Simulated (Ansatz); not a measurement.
Ideal-gas functions of `Cl[SiH2][O][GeH3]` at 400 K and 1 bar, from an Ansatz frequency run at PBE0-D4/def2-TZVP.

Molar mass 157.19 g/mol, point group C1 (symmetry number 1), electronic degeneracy 1, moments of inertia 88.08, 427.192, 499.139 u Å². Harmonic wavenumbers (cm⁻¹, unscaled): 32, 54, 81, 277, 495, 558, 624, 644, 657, 736, 844, 870, 873, 907, 971, 1060, 2165, 2182, 2192, 2244, 2268.

Use S(trans) = R[1.5 ln M + 2.5 ln T − 1.1517]; rotational temperatures θ = 24.2544 K / I; S(rot) = R[ln(√π/σ · √(T³/θAθBθC)) + 1.5]; for each mode x = 1.438777 ν̃/T, S = R[x/(eˣ − 1) − ln(1 − e⁻ˣ)] and H = RT x/(eˣ − 1); 1 cm⁻¹ = 0.0119627 kJ/mol; R = 8.31446 J/(mol·K).

Problem. By hand: the entropy, in J/(mol·K).

Solution. Translation 178.0. Rotation: θ = 0.2754, 0.0568, 0.0486 K, giving 121.8. Vibration, mode by mode: 26.29, 21.95, 18.60, 8.68, 4.54, 3.79, 3.14, 2.97, 2.86, 2.29, 1.68, 1.56, 1.55, 1.40, 1.17, 0.90, 0.03, 0.03, 0.03, 0.02, 0.02, in all 103.5. Electronic 0.0. Sum 403.3 J/(mol·K).

Problem. By hand: H − E and G − E in kJ/mol, counted from the electronic energy.

Solution. Zero-point energy ½ × 20734 × 0.0119627 = 124.0; thermal vibration 19.0; translation, rotation and pV give 4 RT = 13.3. H − E = 156.3 kJ/mol, and G − E = 156.3 − 400 × 403.3/1000 = -5.0 kJ/mol.

Vibration gives 26 % of the entropy, 66.8 J/(mol·K) of it from the modes under 150 cm⁻¹: soft modes count most, and the harmonic formula is weakest for them. The sum counts one conformer and one mirror image; others add a mixing term.
